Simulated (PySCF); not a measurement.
## H$_{3}$Al, SMILES `[AlH3]` (charge 0, multiplicity 1)

Calculation: r2SCAN-D4/def2-TZVP (PySCF 2.14.0).

```
Property                        Value
-------------  ----------------------
HOMO                         -7.62 eV
dipole moment                  0.00 D
HOMO–LUMO gap                 5.49 eV
LUMO                         -2.13 eV
total energy             -244.1675 Ha
cost           roughly 4 core-seconds
```

```xyz
4

Al     0.0000     0.0000     0.0000
H      1.5280    -0.4182    -0.0192
H     -1.1261    -1.1143     0.0125
H     -0.4019     1.5324     0.0067
```
Charge 0, spin multiplicity 1.
